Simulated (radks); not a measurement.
Values are calculated unless marked as measured or tabulated.
Q: All-electron atom: the lanthanum ion La+ in [Xe] 5d2 (the NIST ground configuration). Level of theory: Dirac Kohn-Sham, PBE, spin-unpolarised, spherical densities, finite nucleus; open shells fill j = l - 1/2 first; Fermi nuclear charge, rms radius 4.855 fm (a radial shooting solver on a logarithmic mesh with Libxc functionals).

Spin-orbit splittings of the eigenvalues, e(l+1/2) - e(l-1/2), with zeta = 2 splitting/(2l+1) and mean radii in bohr:

| shell | occ. | splitting (eV) | zeta (eV) | <r> j=l-1/2 | <r> j=l+1/2 |
|---|---|---|---|---|---|
| 2p | 6 | 413.1 | 275.4 | 0.08991 | 0.09601 |
| 3p | 6 | ? | ? | 0.2747 | 0.2867 |
| 3d | 10 | 17.22 | 6.890 | 0.2577 | 0.2615 |
| 4p | 6 | 17.13 | 11.42 | 0.6746 | 0.7015 |
| 4d | 10 | 2.974 | 1.190 | 0.7620 | 0.7716 |
| 5p | 6 | 2.462 | 1.641 | 1.761 | 1.842 |
| 5d | 2 | 0.1911 | 0.07642 | 2.873 | 2.926 |

Estimate the 3p splitting.

A: 80.52 eV (zeta = 53.68 eV).
